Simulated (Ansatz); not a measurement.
`C#CBN=C` + CH₄ → `C=NBC` + acetylene at 600 K and 1 bar (formal exchange of groups at a B–C bond).

Program: Ansatz. Geometries: PBE0-D4/def2-TZVP. ΔE: electronic, gas phase. CCSD(T)/CBS is the MP2 limit (def2-TZVPP, def2-QZVPP) plus CCSD(T) − MP2 in def2-TZVPP, frozen cores. This one scheme is used for every species. Each species was taken in one conformer, which may not be the lowest.

| species | CCSD(T)/CBS energy (Eh) | H − E (kJ/mol) | S (J/(mol·K)) |
| --- | --- | --- | --- |
| `C#CBN=C` | -196.00015 | 216.4 | 388.2 |
| CH₄ | -40.46206 | 140.4 | 215.7 |
| `C=NBC` | -159.21633 | 260.4 | 375.5 |
| `C#C` | -77.22717 | 96.2 | 235.4 |

H − E and S are ideal-gas, rigid-rotor, harmonic terms from PBE0-D4/def2-TZVP, for one conformer and one mirror image of each species. 1 Eh = 2625.50 kJ/mol, R = 8.31446 J/(mol·K).

Problem. By hand: ΔE, ΔH, ΔS and ΔG.

Solution. ΔE = (-159.21633) + (-77.22717) − (-196.00015) − (-40.46206) = 0.01871 Eh = 49.1 kJ/mol. Δ(H − E) = 260.4 + 96.2 − 216.4 − 140.4 = -0.2, so ΔH = 48.9 kJ/mol. ΔS = 375.5 + 235.4 − 388.2 − 215.7 = 7.0 J/(mol·K). ΔG = 48.9 − 600 × (7.0)/1000 = 44.7 kJ/mol.

Problem. By hand: the equilibrium constant, and the temperature at which ΔG would vanish if ΔH and ΔS stayed fixed.

Solution. log₁₀ K = −ΔG/(RT ln 10) = -3.9. ΔG = 0 at ΔH/ΔS = 6986 K, far beyond where these terms or the molecules hold.

The number of gas molecules stays the same, so ΔS is small and ΔH decides. A doubt of 5 kJ/mol in ΔE shifts log₁₀ K by 0.4 here. Other conformers and mirror images would add mixing entropy, several J/(mol·K) or more a flexible species. These are equilibria of isolated gas molecules and say nothing of rates. Largest T1 diagnostic: 0.016 (customary marks: 0.02 for closed shells, 0.045 for open ones).
